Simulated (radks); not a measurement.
The numbers below are computed, except where a source is named.
Question: Ta II, 72 electrons, occupied as [Xe] 4f14 5d3 6s1 (the NIST ground configuration). Level of theory: Dirac Kohn-Sham, XLYP, spin-unpolarised, spherical densities, point nucleus; open shells fill j = l - 1/2 first (a radial shooting solver on a logarithmic mesh with Libxc functionals). Some entries of the table are withheld. Estimate them.

orbital  occ.  eigenvalue (hartree)  <r> (bohr)  <1/r> (bohr^-1)
1s1/2       2             -2473.142     0.01866            85.49
2s1/2       2             -424.8277     0.07832            20.76
2p1/2       2             -405.9872     0.06486            20.72
2p3/2       4             -359.2841     0.07271            17.50
3s1/2       2             -97.49674      0.2043            7.615
3p1/2       2             -89.13187      0.1942            7.529
3p3/2       4             -79.07809      0.2088            6.699
3d3/2       4             -64.96836      0.1829            6.591
3d5/2       6             -62.77874      0.1874            6.394
4s1/2       2             -20.06504      0.4586            3.196
4p1/2       2             -16.61856      0.4644            3.085
4p3/2       4             -14.30226      0.4975            2.796
4d3/2       4              -8.64355      0.5165            2.579
4d5/2       6              -8.21815      0.5280            2.509
5s1/2       2                   (1)       1.102            1.222
5p1/2       2              -1.92658         (2)            1.089
5p3/2       4              -1.60538         (3)           0.9861
4f5/2       6              -1.18889      0.6344            2.018
4f7/2       8              -1.11606      0.6454            1.987
6s1/2       1              -0.42372       3.094           0.4091
5d3/2       3                   (4)       2.084           0.6302
5d5/2       0                   (5)       2.165           0.6059

Answer: 
(1) 5s1/2 eigenvalue (hartree): -2.92312
(2) 5p1/2 <r> (bohr): 1.222
(3) 5p3/2 <r> (bohr): 1.329
(4) 5d3/2 eigenvalue (hartree): -0.38914
(5) 5d5/2 eigenvalue (hartree): -0.36621
